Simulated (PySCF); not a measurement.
Fill in the blanks.

Compound: C5H9NOSi.
InChI=1S/C5H9NOSi/c1-8-3-2-5(4-6)7-8/h5,8H,2-3H2,1H3/t5-,8-/m1/s1

```csv
property,level,value
point group of the GFN2-xTB geometry,GFN2-xTB,?
"rotational constants A, B, C of the GFN2-xTB geometry",GFN2-xTB,"2.573, 1.434, 1.198 GHz"
dipole moment,PBE0/def2-SVPD,?
HOMO energy,PBE0/def2-SVPD,?
LUMO energy,PBE0/def2-SVPD,0.16 eV
lowest singlet excitation,TDDFT PBE0/def2-SVPD,"7.24 eV (171 nm, f = 0.003)"
strongest line among the 6 lowest singlet transitions,TDDFT PBE0/def2-SVPD,"S6 at 7.95 eV (156 nm, f = 0.012)"
lowest triplet excitation (Tamm–Dancoff),TDA PBE0/def2-SVPD,6.34 eV
static isotropic polarisability,PBE0/def2-SVPD,85.6 au
electronic spatial extent ⟨r²⟩ about the centre of nuclear charge,PBE0/def2-SVPD,1114 bohr²
13C chemical shifts (computed TMS as zero) by class,GIAO PBE0/pcSseg-1,"125.4 (1 C), 67.7 (1 C), 35.3 (1 C), 12.1 (1 C), -0.3 (1 C) ppm"
1H chemical shifts (computed TMS as zero) by class,GIAO PBE0/pcSseg-1,"5.12 (1 H), 4.95 (1 H), 2.24 (1 H), 2.06 (1 H), 1.28 (1 H), 1.00 (1 H), 0.45 (3 H) ppm"
"isotropic shieldings of nuclei other than C and H, by class",GIAO PBE0/pcSseg-1,"-36 (1 N), 280 (1 O), 326 (1 Si) ppm"
```

The electronic properties come from PySCF, for the isolated species, density fitting. NMR classes are plain means over equivalent atoms (diastereotopic ones count apart unless rotation or inversion swaps them), as if these changed places fast; in this geometry the members of some classes differ.

**Question.** Give the HOMO energy.

**Answer.** -8.47 eV.

**Question.** Give the dipole moment.

**Answer.** 3.67 D.

**Question.** The point group of the GFN2-xTB geometry?

**Answer.** C1.

The principal polarisabilities are 74.3, 88.8 and 93.8 au; their mean is the isotropic value. The dipole matches unit charges of opposite sign 0.76 Å apart (1 e·Å = 4.8032 D). The polarisability is 12.69 Å³ as a volume (1 au = 0.148185 Å³), or 1.26 au for each of the 68 electrons. A dipole of 3.67 D is allowed in C1, and pure rotational transitions are dipole-allowed.

One conformer stands for the species.
